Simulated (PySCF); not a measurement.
Constitutional and geometric isomers with formula CH4N2Si. Isolated molecules, 0 K electronic values unless said otherwise. One relaxed conformer stands for each flexible species; it need not be the lowest. Strings in code marks are SMILES.

Computed with B3LYP-D3(BJ)/def2-TZVP run with PySCF. B3LYP has the VWN-RPA correlation part, as in Gaussian. Delta-SCF ions had no search for a lower state. Excitations are Tamm–Dancoff values on a coarser integration grid. The basis has no diffuse functions, so Rydberg states are missing or too high.

```tsv
species	HOMO (eV)	vertical ionisation energy (Delta-SCF) (eV)	S1–T1 gap (TDA) (eV)	LUMO (eV)	S1 excitation (TDA) (eV)	S1 oscillator strength
`[H]/N=C\[SiH]=N\[H]` (N–C–Si–N torsion 0°)	-7.43	___	0.75	-2.66	___	0.001
`C(N[SiH3])#N`	-7.59	___	0.28	-0.76	5.80	0.000
`N#C[SiH2]N`	-8.09	10.67	___	-0.99	6.06	0.040
`[H]/N=C\N=[SiH2]` (N–C–N–Si torsion 87°)	-6.78	8.97	0.26	___	3.14	___
```

Q: Complete the blanks.

A: 
- `[H]/N=C\[SiH]=N\[H]` (N–C–Si–N torsion 0°), vertical ionisation energy (Delta-SCF) (eV): 9.77
- `[H]/N=C\[SiH]=N\[H]` (N–C–Si–N torsion 0°), S1 excitation (TDA) (eV): 3.54
- `C(N[SiH3])#N`, vertical ionisation energy (Delta-SCF) (eV): 10.06
- `N#C[SiH2]N`, S1–T1 gap (TDA) (eV): 0.51
- `[H]/N=C\N=[SiH2]` (N–C–N–Si torsion 87°), LUMO (eV): -2.46
- `[H]/N=C\N=[SiH2]` (N–C–N–Si torsion 87°), S1 oscillator strength: 0.000
